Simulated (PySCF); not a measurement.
Two-component Hartree-Fock for Sm+ (samarium, charge +1)

Start: [Xe] 4f6 6s1; 4f5/2 filled at m_j = -5/2, -3/2, -1/2, +1/2, +3/2, +5/2; 6s1/2 filled at m_j = +1/2. Calculated with PySCF 2.14 in x2c-QZVPPall-2c: generalised Hartree-Fock with the X2C-1e Hamiltonian and a Gaussian nucleus; one run each with spin-orbit coupling (SO) switched off, then screened by Boettger's factors.

```tsv
spinor shell	electrons	ε, spin-free (eV)	ε, screened SO (eV)	weight of nominal j (screened SO)	rms radius, screened SO (bohr)
1s1/2	2	-47071.8	-47064.0	1.000	0.0259
2s1/2	2	-7813.5	-7811.0	1.000	0.105
2p1/2	2	-6964.5	-7388.4	1.000	0.0900
2p3/2	4	-6964.5	-6781.2	1.000	0.0961
3s1/2	2	-1764.8	-1764.0	1.000	0.271
3p1/2	2	-1493.7	-1581.5	1.000	0.263
3p3/2	4	-1493.7	-1455.2	1.000	0.276
3d3/2	4	-1126.1	-1142.4	0.995	0.248
3d5/2	6	-1126.1	-1114.5	0.997	0.251
4s1/2	2	-376.70	-376.46	1.000	0.616
4p1/2	2	-284.97	-305.82	0.971	0.636
4p3/2	4	-284.97	-275.67	0.985	0.663
4d3/2	4	-153.14	-159.12	0.705	0.723
4d5/2	6	-153.14	-148.95	0.803	0.728
5s1/2	2	-59.137	-59.099	1.000	1.53
5p1/2	2	-34.734	-38.073	0.900	1.72
5p3/2	4	-34.734	-33.242	0.950	1.83
4f5/2	6	-19.481	-19.438	0.557	1.06
6s1/2	1	-10.354	-10.356	1.000	4.36
```

```json
{"quantity": "E (hartree)", "spin-free": "-10420.01696", "screened SO": "-10425.99239"}
{"quantity": "M_J", "spin-free": "1/2", "screened SO": "1/2"}
{"quantity": "⟨J²⟩", "spin-free": "6.766", "screened SO": "6.273"}
{"quantity": "⟨L²⟩", "spin-free": "12.011", "screened SO": "11.928"}
{"quantity": "⟨S²⟩", "spin-free": "15.755", "screened SO": "15.638"}
```

The determinant has a definite M_J but mixes levels of different J.

Each row is a mean over spinors that exchange with the open shell spreads, by up to 15.763 eV (4d5/2).

Rows whose weight is well below 1 are mixtures of j = l ± 1/2: exchange outweighs spin-orbit coupling there, and the label is only the starting occupation.

Breit and QED terms are absent; they matter most for the inner s and p1/2 levels.

Densities and radii are taken from the X2C orbitals without a picture-change correction, which distorts them close to the nucleus.

Without spin-orbit coupling the j labels of p, d and f shells carry no meaning; the spin-free column gives the mean over the occupied spinors of each nl shell, and its ⟨J²⟩ belongs to a mixture of degenerate components.
